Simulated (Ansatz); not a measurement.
Calculated with Ansatz (gas phase, PBE0-D4/def2-TZVP geometries, no zero-point term in ΔE). CCSD(T)/CBS adds triple-zeta CCSD(T) − MP2 to the extrapolated MP2 energy (def2 sets, frozen cores). This one scheme is used for every species. DFT in def2-TZVPP. For Ga outer-core shells are correlated without core-valence functions, which leaves a few kJ/mol of doubt a bond. Scalar relativity is left out up to krypton. Each species was taken in one conformer, which may not be the lowest.

Reaction (silylene formation by 1,1-elimination): `C[SiH2][S][GaH2]` → `[SH][GaH2]` + `C[SiH]`

```csv
species,CAM-B3LYP energy (Eh)
`C[SiH2][S][GaH2]`,-2655.05914
`[SH][GaH2]`,-2325.01016
`C[SiH]`,-329.93980
```

Problem. Work out ΔE.

Solution. ΔE = (-2325.01016) + (-329.93980) − (-2655.05914) = 0.10918 Eh = +2.97 eV. CCSD(T)/CBS gives +3.13 eV.

Largest T1 diagnostic among the species: 0.013.

At CCSD(T), def2-SVP lies −0.26 eV from the extrapolated value and def2-TZVPP −0.09 eV. The D4 term adds +0.21 eV with B3LYP and +0.11 eV with PBE0; it sums over pairs of atoms, weighted by their polarisabilities, and B3LYP, whose exchange is more repulsive, gets the larger term. Leaving LDA and LC-ωPBE aside and taking each functional with its dispersion term where it has one, the values, not all of them listed here, spread over 0.42 eV, from BLYP-D4 to r2SCAN0-D4. LDA lies +0.33 eV from PBE without D4.

B3LYP here is the variant with VWN-RPA as its local correlation; programs differ in this.
